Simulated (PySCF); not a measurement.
Compound: C7H9O (doublet state).
Atom-mapped SMILES: `[CH2:1]=[C:2]1[CH2:3][C:4]([CH2:5][OH:6])[C:7]1=[CH2:8]` (hydrogens: H9, H10 on C1; H11, H12 on C3; H13, H14 on C5; H15 on O6; H16, H17 on C8)

Cartesian coordinates in Å at the GFN2-xTB level; atoms count from 1:
```xyz
17
C7H9O angstrom
C     -2.6365   -0.0448   -0.6819
C     -1.3313   -0.1260   -0.5175
C     -0.2243   -0.9236   -1.1903
C      0.7015   -0.2386   -0.2209
C      2.1566   -0.3871   -0.0095
O      2.6430    0.2421    1.1505
C     -0.3359    0.4997    0.3795
C     -0.4375    1.4313    1.3656
H     -3.2418    0.6025   -0.0700
H     -3.1504   -0.6216   -1.4329
H     -0.3022   -2.0090   -1.0875
H     -0.0630   -0.6892   -2.2450
H      2.7150    0.0614   -0.8445
H      2.4122   -1.4646    0.0002
H      2.0541    0.0280    1.8828
H      0.4262    1.7996    1.8896
H     -1.3928    1.8518    1.6219
```

The hyperfine couplings belong to this conformer and change with its torsions.

Computed with UKS B3LYP, pcH-1 on C H O, non-relativistic, mean-field spin-orbit, GIAO (PySCF 2.14.0). One conformer (not necessarily the lowest) at the GFN2-xTB geometry, without solvent, vibrations or thermal averaging. A GFN2-xTB geometry isn't a minimum of the functional, and hyperfine couplings can be far from their values at a DFT geometry. No stability test was run, so a lower SCF solution isn't excluded. ⟨S²⟩ is 0.781 where a pure state has 0.75.

Computed for the main isotopes (class means, splittings of 0.05 mT or more): g = 2.0026; H11/H12 1H +74.8 MHz (2.67 mT); H13/H14 1H +70.6 MHz (2.52 mT); H17 1H -40.6 MHz (1.45 mT); H16 1H -39.3 MHz (1.40 mT); H10 1H +4.7 MHz (0.17 mT); H9 1H +4.4 MHz (0.16 mT); 144 first-order lines, 13.55 mT wide. Two of these splittings differ by less than 0.03 mT, so with lines wider than that fewer lines would be seen.

Task: What changes when 1H at H16 is replaced by 2H?

Result: Only the nuclear moment changes in this model. The ratio of g factors is 0.85744/5.58569 = 0.1535, so a goes from -39.3 to -6.0 MHz (0.215 mT). The spin goes from 1/2 to 1, so the 1:1 doublet becomes a 1:1:1 triplet. The spectrum then has 216 first-order lines over 12.58 mT.

Task: Where do the 13C satellites of C4 appear, and how strong are they?

Result: a = +63.4 MHz, or 2.26 mT in magnitude, and I = 1/2, so to first order each main line has two satellites, at ±1.13 mT. The isotope's abundance is about 1.07 %, shared among 2 lines, so each has 0.54 % of the main line's intensity.

Task: Where do the 13C satellites of C8 appear, and how strong are they?

Result: a = +51.0 MHz, or 1.82 mT in magnitude, and I = 1/2, so to first order each main line has two satellites, at ±0.91 mT. The isotope's abundance is about 1.07 %, shared among 2 lines, so each has 0.54 % of the main line's intensity.

Task: Where do the 13C satellites of C7 appear, and how strong are they?

Result: a = -48.5 MHz, or 1.73 mT in magnitude, and I = 1/2, so to first order each main line has two satellites, at ±0.86 mT. The isotope's abundance is about 1.07 %, shared among 2 lines, so each has 0.54 % of the main line's intensity.

Class means assume fast exchange of nuclei equivalent by connectivity; if that motion is slow, each nucleus keeps its own coupling. The 1H value of +70.6 MHz is a mean of couplings from 59.2 to 82.1 MHz in this one geometry, not an average over conformers.
